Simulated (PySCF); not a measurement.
Species: C₅H₁₄OSi.
Bonds: C1–C2, C2–O3, O3–Si4, Si4–C5, Si4–C6, Si4–C7. Hydrogens: H8, H9, H10 on C1; H11, H12 on C2; H13, H14, H15 on C5; H16, H17, H18 on C6; H19, H20, H21 on C7.

The same species was optimised twice, with GFN2-xTB and with PBE0-D3(BJ)/def2-SVP (PySCF), and the same property calculations (PySCF, gas phase) were run on both structures.

```csv
coordinate,GFN2-xTB,PBE0-D3(BJ)/def2-SVP,change
O3–Si4 (Å),1.634,1.680,+0.046
Si4–C6 (Å),1.911,1.878,-0.033
Si4–C7 (Å),1.911,1.878,-0.033
Si4–C5 (Å),1.896,1.867,-0.029
C1–C2 (Å),1.521,1.512,-0.009
C2–O3 (Å),1.402,1.402,0.000
C2–O3–Si4 (°),129.3,124.5,-4.8
O3–Si4–C5 (°),102.0,105.0,+3.0
C6–Si4–C7 (°),108.0,110.0,+2.0
O3–Si4–C6 (°),111.6,109.7,-1.9
O3–Si4–C7 (°),111.6,109.8,-1.8
C5–Si4–C7 (°),111.8,111.1,-0.7
C5–Si4–C6 (°),111.8,111.1,-0.7
C1–C2–O3 (°),109.4,109.6,+0.2
C1–C2–O3–Si4 (°),180,-177,+3
C2–O3–Si4–C5 (°),180,180,0
```

Rotational constants: A = 2814, B = 1212, C = 1180 MHz (GFN2-xTB) against A = 2912, B = 1209, C = 1191 MHz (PBE0-D3(BJ)/def2-SVP). Atoms that the bonding makes alike are paired by their places after alignment.

On the GFN2-xTB structure: HOMO (eV) -7.59 [PBE0/pcSseg-1]; LUMO (eV) 1.18 [PBE0/pcSseg-1]; dipole (D) 1.03 [PBE0/pcSseg-1]; GIAO shielding of C1 (ppm) 166.1 [PBE0/pcSseg-1]; GIAO shielding of C2 (ppm) 125.7 [PBE0/pcSseg-1]; GIAO shielding of O3 (ppm) 280.8 [PBE0/pcSseg-1]; GIAO shielding of Si4 (ppm) 338.3 [PBE0/pcSseg-1]; GIAO shielding of C5/C6/C7 (mean) (ppm) 187.1 [PBE0/pcSseg-1].

**Question.** What do these properties become on the PBE0-D3(BJ)/def2-SVP structure?

**Answer.** 
```json
{"property": "HOMO (eV)", "level": "PBE0/pcSseg-1", "on GFN2-xTB": "-7.59", "on PBE0-D3(BJ)/def2-SVP": "-7.52", "change": "+0.07"}
{"property": "LUMO (eV)", "level": "PBE0/pcSseg-1", "on GFN2-xTB": "1.18", "on PBE0-D3(BJ)/def2-SVP": "1.13", "change": "-0.05"}
{"property": "dipole (D)", "level": "PBE0/pcSseg-1", "on GFN2-xTB": "1.03", "on PBE0-D3(BJ)/def2-SVP": "1.08", "change": "+0.05"}
{"property": "energy, GFN2-xTB geometry as zero (kcal/mol)", "level": "PBE0/pcSseg-1", "on GFN2-xTB": "0.0", "on PBE0-D3(BJ)/def2-SVP": "-2.0", "change": "-2.0"}
{"property": "GIAO shielding of C1 (ppm)", "level": "PBE0/pcSseg-1", "on GFN2-xTB": "166.1", "on PBE0-D3(BJ)/def2-SVP": "163.9", "change": "-2.2"}
{"property": "GIAO shielding of C2 (ppm)", "level": "PBE0/pcSseg-1", "on GFN2-xTB": "125.7", "on PBE0-D3(BJ)/def2-SVP": "124.9", "change": "-0.8"}
{"property": "GIAO shielding of O3 (ppm)", "level": "PBE0/pcSseg-1", "on GFN2-xTB": "280.8", "on PBE0-D3(BJ)/def2-SVP": "278.7", "change": "-2.1"}
{"property": "GIAO shielding of Si4 (ppm)", "level": "PBE0/pcSseg-1", "on GFN2-xTB": "338.3", "on PBE0-D3(BJ)/def2-SVP": "331.1", "change": "-7.2"}
{"property": "GIAO shielding of C5/C6/C7 (mean) (ppm)", "level": "PBE0/pcSseg-1", "on GFN2-xTB": "187.1", "on PBE0-D3(BJ)/def2-SVP": "185.7", "change": "-1.4"}
```

The heavy atoms differ by 0.086 Å rms after alignment (one structure mirrored). Among bonds between heavy atoms O3–Si4 changes most (+0.046 Å). Changes are differences of the printed values. Neither structure is proved a minimum here.

The values belong to the conformer `[CH3:1][CH2:2][O:3][Si:4]([CH3:5])([CH3:6])[CH3:7]`: C1–C2–O3–Si4 -177°, C2–O3–Si4–C5 180°.
